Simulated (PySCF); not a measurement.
Spin states of PbSe⁺

Unrestricted PBE0; basis Pb def2-SVP with ECP60, Se def2-SVP; scalar-relativistic core potentials; PySCF 2.14. Outer shells of the fragments: Pb+ 5d10 6s2 6p1; Se 3d10 4s2 4p4.

Followed along the bond (rough minima from three points):

| 2Ms+1 | unpaired | ⟨S²⟩ at the start | R at minimum (Å) | Te (eV) |
| --- | --- | --- | --- | --- |
| 2 | π ↑ | 0.76 | 2.60 | 0.00 |
| 2 | σ ↑ | 0.76 | 2.46 | 0.76 |
| 4 | π ↑↑↑ | 3.76 | none in the scan | ≤ 1.82 |

Solutions found at the starting distance of 2.610 Å, counted from the lowest of them; the search is not exhaustive and high or unbound solutions are not listed, so other states can lie among these:

```csv
2Ms+1,unpaired,term,E (eV),⟨S²⟩,⟨Lz²⟩,μ (D)
2,π ↑,²Π,0.00,0.76,1.02,-2.42
2,σ ↑,²Σ⁺,0.90,0.76,0.00,-3.19
4,π ↑↑↑,⁴Π,2.27,3.76,1.00,1.96
4,"σ ↑, π ↑↑",mixed,2.64,3.76,2.01,0.26
2,π ↑↑↓,mixed,2.71,1.76,3.02,1.95
4,"σ ↑, π ↑↑",mixed,2.84,3.76,2.01,0.08
2,"σ ↑, π ↑↓",mixed,3.03,1.76,2.01,0.01
2,"σ ↓, π ↑↑",mixed,3.12,1.76,2.01,0.29
2,"σ ↓, π ↑↑",mixed,3.32,1.76,2.01,0.10
4,"σ ↑, π ↑↑",⁴Σ⁻,4.61,3.75,0.00,1.91
```

A term symbol is given only where ⟨S²⟩ and ⟨Lz²⟩ are close to those of a pure state; real π, δ and φ orbitals otherwise mix terms. A positive dipole points towards Se; it is taken about the centre of mass and depends on that origin.

Task: Compare the gap between the two lowest followed solutions at the starting distance with the gap between their minima.

Result: At PBE0 the second solution (doublet, unpaired electrons σ ↑) lies +0.90 eV from the first (doublet, unpaired electrons π ↑) at 2.610 Å and +0.76 eV at the minima; the two curves relax by different amounts, since their minima lie near 2.46 and 2.60 Å.

These are scalar-relativistic numbers at best; spin–orbit coupling would shift them, the dissociation energy most. Counting both spins, an empty level lies below a filled one in some of these solutions, because spin and occupation are held.
